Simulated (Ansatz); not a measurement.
A structure relaxed at PBE0-D4/def2-SVP in Ansatz, charge 0, singlet:

Cartesian coordinates in Å:
```
Ge 1.255 -0.798 -0.266
Ge -1.248 0.826 -0.208
S 0.898 1.371 0.333
S -0.905 -1.399 0.140
```

Task: Give its formula and point group.

Result: Ge₂S₂. Point group C2v (tolerance 0.1 Å).

Task: Summarise the bond lengths by kind (pairs closer than 1.2 times the sum of covalent radii, bridged metal pairs left out).

Result: 4 × Ge–S 2.28 Å.

The structure comes from a short search, and lower isomers may exist.
